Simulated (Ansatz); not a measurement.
Born–Oppenheimer molecular dynamics of AsH2 (3 atoms, charge 0, multiplicity 2). It starts from a relaxed structure.

These are results of UKS PBE0/def2-TZVP in Ansatz, not measurements.

* ensemble: NVE (velocity Verlet)
* time step: 0.5 fs
* steps asked: 100
* starting velocities drawn for: 400 K
* seed: 815001

Frames 2.5 fs apart, positions in Å.

Velocities at 20.0 fs (Å/ps):

```
As 0.28 -0.13 0.14
H -8.84 9.99 -3.92
H -11.57 -0.13 -6.48
```

```xyz
3
Properties=species:S:1:pos:R:3 time_fs=20.0 energy_less_start_eV=0.032 T=153
As -0.570 0.311 -0.287
H 0.702 0.832 0.477
H -0.158 -1.180 -0.209
3
Properties=species:S:1:pos:R:3 time_fs=22.5 energy_less_start_eV=0.024 T=219
As -0.569 0.311 -0.286
H 0.667 0.844 0.459
H -0.184 -1.169 -0.223
3
Properties=species:S:1:pos:R:3 time_fs=25.0 energy_less_start_eV=0.039 T=97
As -0.568 0.311 -0.286
H 0.628 0.837 0.436
H -0.197 -1.149 -0.228
3
Properties=species:S:1:pos:R:3 time_fs=27.5 energy_less_start_eV=0.044 T=59
As -0.568 0.311 -0.286
H 0.622 0.824 0.432
H -0.191 -1.142 -0.224
3
Properties=species:S:1:pos:R:3 time_fs=30.0 energy_less_start_eV=0.010 T=319
As -0.569 0.311 -0.286
H 0.658 0.812 0.451
H -0.166 -1.152 -0.211
3
Properties=species:S:1:pos:R:3 time_fs=32.5 energy_less_start_eV=0.015 T=289
As -0.570 0.312 -0.287
H 0.706 0.793 0.475
H -0.130 -1.165 -0.192
3
Properties=species:S:1:pos:R:3 time_fs=35.0 energy_less_start_eV=0.027 T=195
As -0.571 0.312 -0.287
H 0.728 0.761 0.484
H -0.096 -1.161 -0.172
3
Properties=species:S:1:pos:R:3 time_fs=37.5 energy_less_start_eV=0.016 T=276
As -0.571 0.312 -0.287
H 0.713 0.720 0.472
H -0.072 -1.136 -0.156
3
Properties=species:S:1:pos:R:3 time_fs=40.0 energy_less_start_eV=0.033 T=142
As -0.571 0.312 -0.287
H 0.682 0.686 0.451
H -0.061 -1.107 -0.147
3
Properties=species:S:1:pos:R:3 time_fs=42.5 energy_less_start_eV=0.051 T=11
As -0.570 0.312 -0.287
H 0.670 0.677 0.444
H -0.060 -1.097 -0.146
3
Properties=species:S:1:pos:R:3 time_fs=45.0 energy_less_start_eV=0.020 T=245
As -0.571 0.312 -0.287
H 0.691 0.700 0.458
H -0.067 -1.117 -0.152
3
Properties=species:S:1:pos:R:3 time_fs=47.5 energy_less_start_eV=0.017 T=269
As -0.571 0.312 -0.287
H 0.720 0.742 0.478
H -0.085 -1.148 -0.165
```

Of the whole run (50 fs, mean temperature of the second half 193 K): The conserved energy stayed within 0.11 meV per atom of its start (net change 0.082 meV per atom), so the integration is sound. A run of 0.05 ps of so small a system gives no equilibrium averages.

The run took 110 s on 1 thread of Intel(R) Xeon(R) Platinum 8375C CPU @ 2.90GHz (Ice Lake), with other jobs on the host, peak memory 0.13 GiB.
